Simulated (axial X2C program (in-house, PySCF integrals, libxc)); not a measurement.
**TiSi⁺: properties at the nuclei**

Computed with an in-house all-electron X2C program for linear molecules (integrals from PySCF): two-component X2C with atomic mean-field Coulomb and Gaunt terms, Gaussian nuclei, basis Ti dyall-cv3z, Si dyall-v3z with contracted cores.

R = 2.421 Å (near the PBE0 minimum at charge 1 of the determinant lowest at the starting distance; the state shown can have its own minimum elsewhere).

Input and command:
```json
{"zs": [22, 14], "q": 1, "bas": ["dyall-cv3z", "dyall-v3z"], "r0": 2.52, "levels": ["PBE0", "HF", "PBE50", "BP86", "TPSSh"], "nst": 3}
```
```bash
python soeom.py task.json out
```

Keys: zs atomic numbers; q charge; bas basis sets; r0 starting distance in Å; levels methods; nst determinants followed.

Determinant lowest in the PBE0 search, Ω = 1/2 (⟨Sz⟩ = 2.50, ⟨Lz⟩ = -2.00 at PBE0), spin on the atoms Ti 1.57, Si 0.93:

```tsv
level	Eeff magnitude (GV/cm)	Ws magnitude Ti (kHz)	Ws magnitude Si (kHz)	A∥/gI Ti (MHz)	qzz Ti (a.u.)	A∥/gI Si (MHz)	qzz Si (a.u.)
PBE0	0.42	0.235	0.109	611	-0.31	9.95	-0.31
PBE50	0.504	0.28	0.124	440	-0.35	38.1	-0.23
BP86	0.332	0.184	0.0962	851	-0.26	48.2	-0.38
TPSSh	0.406	0.217	0.115	517	-0.35	121	-0.32
```

Eeff is the effective electric field on the electron electric dipole moment in this Ω state and Ws the scalar–pseudoscalar constant of the nucleus named (defined with the proton number Z and per Ω); A∥ (defined per Ω) follows by multiplying with gI = μI/(I μN); qzz is the electric field gradient, eQq0 = 234.96 MHz × Q/barn × qzz. The operators were transformed with the bare-nucleus X2C matrices; with these basis sets, hyperfine constants and field gradients can be off by tens of per cent, and where levels differ in sign neither size nor sign is settled.

Task: With gI(47Ti) = -0.3154, Q(47Ti) = 0.302 barn (g factors from the IAEA table of nuclear moments by Stone; Q from Pyykkö, Mol. Phys. 2018), turn the PBE0 values of the first state into constants in MHz.

Result: A∥(47Ti) = 611 × -0.3154 = -193 MHz; eQq0(47Ti) = 234.96 × (0.302) × (-0.31) = -22 MHz.

Each state is one determinant with collinear spin, which with several unpaired electrons need not be a pure state. With several open shells hyperfine constants can be off by a factor of several. Left out as unconverged or as another state under the same occupation: HF in at least one table. At BP86 a later determinant lies lower. States lie within half an eV, so the first need not be the ground state. Further determinants of the search, some of them spin-mixed, are not shown. Where a field gradient or hyperfine factor spreads by more than a factor of two over the levels, a constant derived from it is not to be relied on.
